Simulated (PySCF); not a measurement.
Atomic charges against the basis set

Species: C4H3BO2.
Atom-mapped SMILES: `[CH:1]#[C:2][C:3]#[C:4][B:5]([OH:6])[OH:7]` (hydrogens: H8 on C1; H9 on O6; H10 on O7)

PBE0 throughout (PySCF), one geometry, spherical d and f functions. Isolated species at its PBE0-D3(BJ)/def2-SVP geometry (one conformer only). Atoms taken as equivalent share a column and are averaged. The first 7 of 8 kinds of atom are listed.

Mulliken charges (e):

| basis | functions | C1 | C2 | C3 | C4 | B5 | O6/O7 | H8 |
| --- | --- | --- | --- | --- | --- | --- | --- | --- |
| STO-3G | 38 | -0.105 | -0.042 | -0.061 | -0.145 | +0.355 | -0.309 | +0.131 |
| 6-31G | 69 | -0.495 | +0.160 | +0.183 | -0.474 | +0.689 | -0.597 | +0.343 |
| pcSseg-0 | 69 | -0.203 | -0.047 | -0.153 | -0.362 | +0.933 | -0.625 | +0.303 |
| 6-31G* | 104 | -0.873 | +0.562 | +0.612 | -0.751 | +0.448 | -0.573 | +0.281 |
| cc-pVDZ | 113 | -0.749 | +0.543 | +0.559 | -0.504 | 0.000 | -0.088 | +0.011 |
| def2-SVP | 113 | -0.369 | +0.294 | +0.311 | -0.469 | +0.025 | -0.120 | +0.068 |
| aug-cc-pVDZ | 188 | +0.879 | -0.084 | +0.729 | -0.313 | +0.501 | -0.640 | -0.869 |
| 6-311+G(2d,p) | 207 | -0.434 | +0.574 | -0.422 | -0.200 | +0.904 | -0.586 | +0.165 |
| def2-TZVP | 235 | -0.161 | -0.004 | -0.057 | -0.181 | +0.314 | -0.386 | +0.194 |
| cc-pVTZ | 252 | -0.430 | +0.375 | +0.388 | -0.638 | +0.187 | -0.230 | +0.155 |
| IGLO-III | 275 | -0.143 | -0.050 | -0.076 | -0.281 | +0.832 | -0.518 | +0.168 |

IAO charges (e):

```tsv
basis	functions	C1	C2	C3	C4	B5	O6/O7	H8
STO-3G	38	-0.126	-0.054	-0.044	-0.146	+0.341	-0.353	+0.169
6-31G	69	-0.171	-0.029	-0.008	-0.186	+0.455	-0.508	+0.215
pcSseg-0	69	-0.159	-0.035	-0.013	-0.178	+0.422	-0.483	+0.207
6-31G*	104	-0.170	-0.032	-0.017	-0.183	+0.501	-0.525	+0.210
cc-pVDZ	113	-0.178	-0.029	-0.020	-0.177	+0.482	-0.520	+0.213
def2-SVP	113	-0.169	-0.031	-0.018	-0.177	+0.473	-0.514	+0.206
aug-cc-pVDZ	188	-0.183	-0.028	-0.016	-0.179	+0.497	-0.542	+0.218
6-311+G(2d,p)	207	-0.182	-0.028	-0.015	-0.181	+0.503	-0.544	+0.219
def2-TZVP	235	-0.183	-0.028	-0.015	-0.182	+0.507	-0.544	+0.218
cc-pVTZ	252	-0.183	-0.028	-0.016	-0.182	+0.506	-0.543	+0.218
IGLO-III	275	-0.183	-0.028	-0.015	-0.181	+0.506	-0.546	+0.219
```

Hirshfeld charges (e):

```csv
basis,functions,C1,C2,C3,C4,B5,O6/O7,H8
STO-3G,38,-0.065,-0.036,-0.050,-0.126,+0.196,-0.159,+0.086
6-31G,69,-0.066,-0.031,-0.025,-0.120,+0.230,-0.240,+0.112
pcSseg-0,69,-0.059,-0.035,-0.028,-0.117,+0.230,-0.241,+0.108
6-31G*,104,-0.070,-0.035,-0.031,-0.110,+0.232,-0.237,+0.112
cc-pVDZ,113,-0.068,-0.036,-0.031,-0.111,+0.229,-0.231,+0.108
def2-SVP,113,-0.065,-0.035,-0.029,-0.110,+0.235,-0.239,+0.106
aug-cc-pVDZ,188,-0.064,-0.037,-0.029,-0.107,+0.253,-0.244,+0.108
"6-311+G(2d,p)",207,-0.061,-0.038,-0.030,-0.108,+0.255,-0.246,+0.108
def2-TZVP,235,-0.064,-0.036,-0.029,-0.107,+0.252,-0.247,+0.108
cc-pVTZ,252,-0.066,-0.035,-0.029,-0.107,+0.251,-0.244,+0.108
IGLO-III,275,-0.064,-0.036,-0.029,-0.106,+0.256,-0.247,+0.108
```

**Question.** Which scheme is steadiest as the basis changes?

**Answer.** Largest range over the bases for any column: Hirshfeld 0.09 e, IAO 0.19 e, Mulliken 1.75 e. Hirshfeld charges move least and Mulliken charges most, counted in e. Without the minimal STO-3G basis the ranges are Hirshfeld 0.03, IAO 0.09, Mulliken 1.75 e.

**Question.** How much do the charges still move between the two largest bases, cc-pVTZ and IGLO-III?

**Answer.** At most, over all atoms: Mulliken 0.645 e, IAO 0.004 e, Hirshfeld 0.005 e.

**Question.** What do the same runs give for the total energy, the frontier levels and the dipole moment?

**Answer.** 
| basis | energy (Eh) | HOMO (eV) | LUMO (eV) | μ (D) |
| --- | --- | --- | --- | --- |
| STO-3G | -324.8472 | -5.35 | 1.78 | 1.32 |
| 6-31G | -329.0312 | -7.63 | -1.42 | 3.87 |
| pcSseg-0 | -328.3933 | -7.97 | -1.68 | 3.79 |
| 6-31G* | -329.1172 | -7.41 | -1.31 | 2.92 |
| cc-pVDZ | -329.1572 | -7.54 | -1.45 | 2.56 |
| def2-SVP | -328.8947 | -7.67 | -1.57 | 2.79 |
| aug-cc-pVDZ | -329.1804 | -7.74 | -1.72 | 2.77 |
| 6-311+G(2d,p) | -329.2391 | -7.78 | -1.76 | 2.90 |
| def2-TZVP | -329.2673 | -7.74 | -1.70 | 2.84 |
| cc-pVTZ | -329.2579 | -7.70 | -1.65 | 2.72 |
| IGLO-III | -329.2741 | -7.76 | -1.74 | 2.80 |

The dipole is fixed by the density alone, so its range of 2.55 D shows that the density itself changes with the basis, not only its division among atoms.
